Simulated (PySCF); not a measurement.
Two species compared at the same levels of theory.

First species: C5H12GaN.
Structure used (PBE0-D3(BJ)/def2-SVP), in Å, numbered top down from 1:
```xyz
19
C5H12GaN angstrom
C      3.2077    0.3915    0.7917
N      2.2596   -0.5347    0.2260
Ga     0.4782   -0.2928   -0.0144
C     -0.7135    1.2261    0.4357
C     -1.9763    0.8159   -0.3388
C     -2.1834   -0.7104   -0.3159
C     -0.9261   -1.4562   -0.7903
H      2.6980    1.3214    1.0888
H      4.0060    0.6788    0.0811
H      3.7054   -0.0027    1.6981
H      2.6797   -1.4101   -0.0661
H     -0.9051    1.2302    1.5236
H     -0.3545    2.2310    0.1700
H     -2.8794    1.3213    0.0450
H     -1.8744    1.1350   -1.3925
H     -2.4146   -1.0130    0.7221
H     -3.0723   -0.9760   -0.9141
H     -0.8521   -1.4342   -1.8924
H     -0.9141   -2.5142   -0.4902
```

Second species: C₅H₁₅NP₂.
SMILES: `CCN(C)P(C)CP`

Levels: PBE0/def2-SVPD for HOMO energy, LUMO energy, HOMO–LUMO gap and static isotropic polarisability; TDDFT PBE0/def2-SVPD for lowest singlet excitation; TDA PBE0/def2-SVPD for lowest triplet excitation (Tamm–Dancoff); ΔSCF PBE0/def2-SVPD for vertical ionisation energy. Geometries: PBE0-D3(BJ)/def2-SVP. Each species is one conformer at its optimised geometry, gas phase, non-relativistic unless stated. Electronic properties by PySCF.

The conformers computed, where there is a choice (atom-mapped SMILES and torsion angles):
- `[CH3:1][CH2:2][N:3]([CH3:4])[P:5]([CH3:6])[CH2:7][PH2:8]`: C1–C2–N3–C4 -71°, C2–N3–P5–C6 47°, N3–P5–C7–P8 93°, H–P8–C7–P5 163°, H–P8–C7–P5 68°

The conformers of `C[NH][Ga]1[CH2]CC[CH2]1` aren't listed.

Values for the first species:

| Property | Result |
| --- | --- |
| HOMO energy | -6.63 eV |
| LUMO energy | 0.00 eV |
| HOMO–LUMO gap | 6.63 eV |
| Lowest singlet excitation | 5.30 eV |
| Lowest triplet excitation (Tamm–Dancoff) | 4.69 eV |
| Static isotropic polarisability | 96.1 au |
| Vertical ionisation energy | 8.39 eV |

Estimate the same properties for the second species, and the change in each.

```csv
property,first,second,second less first
HOMO energy,-6.63 eV,-5.58 eV,+1.05 eV
LUMO energy,0.00 eV,0.39 eV,+0.39 eV
HOMO–LUMO gap,6.63 eV,5.97 eV,-0.66 eV
lowest singlet excitation,5.30 eV,4.85 eV,-0.45 eV
lowest triplet excitation (Tamm–Dancoff),4.69 eV,4.17 eV,-0.52 eV
static isotropic polarisability,96.1 au,125.9 au,+29.8 au
vertical ionisation energy,8.39 eV,7.22 eV,-1.17 eV
```

On the first: S1 lies 1.33 eV below the HOMO–LUMO gap. The vertical singlet–triplet gap S1 − T1 is 0.61 eV (TDDFT singlet less Tamm–Dancoff triplet). Relativistic effects, spin–orbit coupling among them, are left out although an element past zinc is present.

On the second: The polarisability is 18.66 Å³ as a volume (1 au = 0.148185 Å³), or 1.54 au for each of the 82 electrons. The 10 singlets span 4.85 to 6.47 eV, and their oscillator strengths add up to 0.30.
